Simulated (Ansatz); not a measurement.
Basis-set extrapolation for `C[N](C)[AlH][Cl]` (PBE0-D4/def2-TZVP geometry, frozen core, Ansatz 0.2.0). Multiplicity 1, RHF reference.

|  | def2-TZVPP | def2-QZVPP |
| --- | --- | --- |
| HF | -835.845544 | -835.872087 |
| MP2 correlation | -0.830325 | -0.892907 |
| CCSD(T) correlation | -0.918828 | not run |

Energies in hartree. Use E(X) = E(∞) + A·exp(−7.88·√X) for Hartree–Fock and E(X) = E(∞) + B·X^(−2.97) for correlation, with X = 3 and 4, and add CCSD(T) minus MP2 of the smaller set to the MP2 limit.

Q: What is the CCSD(T) energy at the basis-set limit?

A: HF limit: -835.872087 + (-0.026543) × 0.13774 = -835.87574. MP2 limit: -0.892907 + (-0.062582) × 0.74074 = -0.93926. Higher-order term: -0.918828 − (-0.830325) = -0.08850. Total: -836.90350 hartree, 87.3 kcal/mol below CCSD(T)/def2-TZVPP.
